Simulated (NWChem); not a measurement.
Molecule: CBr2F2; SMILES FC(Br)(F)Br

Results from NWChem. Medium grid unless said otherwise, to which SCAN and Minnesota functionals are sensitive. Coordinates come from a PBE0/def2-SVP optimisation.

For level PBE0/def2-TZVPD:

- highest occupied level (eV): -8.61
- orbital gap (eV): 6.80

Problem. What are these values for level M06-2X/def2-TZVPD?

Solution. 
| Property | Result |
|---|---|
| highest occupied level (eV) | -9.86 |
| orbital gap (eV) | 8.87 |
